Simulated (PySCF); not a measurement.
# Electron correlation in Sb(2+) (antimony, charge +2)

[Kr] 4d10 5s1 5p1 5d1, one real determinant (an excited configuration). Computed with PySCF 2.14 in aug-cc-pVTZ-DK3 (8s7p5d2f, 68 functions), with scalar relativity by spin-free X2C-1e. Frozen: [Kr] 4d10; 3 electrons correlated.

```tsv
level	correlation energy (mhartree)
CCSD	-33.88
(T)	-6.75
CCSD(T)	-40.63
```

Diagnostics: T1 = 0.031, D1 = 0.0670, largest double amplitude 0.727.

Task: Is a single reference adequate?

Result: Not fully. The real determinant used has ⟨L²⟩ near 8 against 12 for a pure F term, so it mixes terms. The outer electron is Rydberg-like, and this basis confines it to a smaller radius and binds it less than a complete one would. T1 exceeds 0.03, a sign that the reference determinant is poor. A double-excitation amplitude exceeds 0.15, a sign of near-degeneracy.

The reference is one real determinant that mixes LS terms of this configuration.
